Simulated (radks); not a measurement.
Problem. Mo+, 41 electrons, occupied as [Kr] 4d4 5s1 (not the ground configuration). Method: scalar-relativistic Kohn-Sham, LDA (Slater exchange, Perdew-Wang correlation), spin-polarised, spherical densities, point nucleus; open shells are filled with parallel spins first (spin-orbit coupling, left out, can overturn this in heavy ions); computed with a radial shooting solver on a logarithmic mesh with Libxc functionals. Some entries of the table are withheld. Estimate them.

orbital,occ.,eigenvalue (hartree),<1/r> (bohr^-1),<r^2> (bohr^2)
1s up,1,-727.8172,43.50,0.001672
1s down,1,-727.8163,43.50,0.001672
2s up,1,-103.1385,9.792,0.02792
2s down,1,-103.1220,9.793,0.02791
2p up,3,-92.31046,9.528,0.02195
2p down,3,-92.29759,9.528,0.02195
3s up,1,-17.83903,3.360,0.2117
3s down,1,-17.82665,3.360,0.2115
3p up,3,-14.29219,3.198,0.2166
3p down,3,-14.27875,3.199,0.2164
3d up,5,-8.50356,2.967,0.2080
3d down,5,-8.48578,2.968,0.2076
4s up,1,(1),(2),1.386
4s down,1,(3),(4),1.372
4p up,3,-1.81249,1.094,1.740
4p down,3,-1.71954,1.102,1.719
4d up,4,-0.51054,0.7486,3.854
5s up,1,-0.43881,0.4205,10.52
4d down,0,-0.40775,0.7458,4.029
5s down,0,-0.35893,0.3956,11.90

Solution. 
(1) 4s up eigenvalue (hartree): -2.76335
(2) 4s up <1/r> (bohr^-1): 1.235
(3) 4s down eigenvalue (hartree): -2.67785
(4) 4s down <1/r> (bohr^-1): 1.243
